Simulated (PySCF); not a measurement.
AgCl, singlet, geometry from GFN2-xTB (such geometries of metal compounds can be far from the true shape) (all electrons, no relativity). Base run: TPSS/3-21G (PySCF).

The PySCF input:
```python
from pyscf import gto, scf, dft

mol = gto.Mole()
mol.atom = '''
    Ag   -0.00000000   -0.00000000   -0.58724977
    Cl    0.00000000    0.00000000    1.62357288
'''
mol.basis = '3-21g'
mol.verbose = 4
mol.build()

mf = dft.RKS(mol)
mf.xc = 'tpss'
mf.kernel()
```

The base run was repeated with changes; each row names its change, and settings that it needs were set with it.

| change | ΔE vs base (mEh) | SCF cycles |
|---|---|---|
| base | 0.000 | 9 |
| diis_space = 4 | 0.000 | 9 |
| conv_tol = 1e-12 | 0.000 | 16 |
| level_shift = 0.5 (with mf.max_cycle = 100) | 0.000 | 29 |
| diis_space = 12 | 0.000 | 9 |
| damp = 0.5; diis_start_cycle = 5 | 0.000 | 10 |
| init_guess = atom | 0.000 | 9 |
| conv_tol = 1e-7 | 0.000 | 7 |
| level_shift = 0.3 (with mf.max_cycle = 100) | 0.000 | 18 |
| init_guess = huckel | 0.000 | 9 |
| level_shift = 1.0 (with mf.max_cycle = 100) | 0.000 | 61 |
| init_guess = mod_huckel | 0.000 | 9 |
| diis_space = 20 | 0.000 | 9 |
